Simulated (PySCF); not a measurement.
C₅H₁₀O. Atoms are numbered in the order given.

```xyz
16

C     -2.0795     0.6476     0.1803
C     -0.6328     0.4680    -0.2492
C      0.4179     0.7486     0.8304
C      1.6468     0.0485     0.2585
O      1.1567    -1.0599    -0.4924
C     -0.2529    -0.9655    -0.6281
H     -2.2895     1.6927     0.4575
H     -2.7770     0.3725    -0.6274
H     -2.3105     0.0148     1.0539
H     -0.4215     1.1228    -1.1167
H      0.1049     0.2759     1.7792
H      0.5778     1.8214     1.0222
H      2.3415    -0.3166     1.0348
H      2.2158     0.7270    -0.4090
H     -0.5354    -1.2308    -1.6618
H     -0.7570    -1.6842     0.0546
```

Geometry optimised at r2SCAN-D4/def2-SVP. The values are those of a single conformer.

Level of theory: PBE/pcSseg-1 (PySCF).

GIAO shieldings, no solvent; atoms listed in one row are averaged. δ = σ(ref) − σ: ¹³C against TMS (σ = 182.0 ppm); ¹⁷O against H2O (σ = 334.3 ppm); ¹H against TMS (σ = 31.49 ppm), references at their B3LYP-D3(BJ)/def2-TZVP geometries, non-relativistic.

Computed chemical shifts:
```tsv
nucleus	atoms	count	δ (ppm)
¹³C	C6	1	83.4
¹³C	C4	1	76.9
¹³C	C3	1	42.4
¹³C	C2	1	42.1
¹³C	C1	1	19.2
¹⁷O	O5	1	64.1
¹H	H13	1	4.45
¹H	H15	1	4.39
¹H	H14	1	4.29
¹H	H16	1	3.63
¹H	H10	1	2.36
¹H	H12	1	2.04
¹H	H11	1	1.69
¹H	H7, H8, H9	3	1.33
```
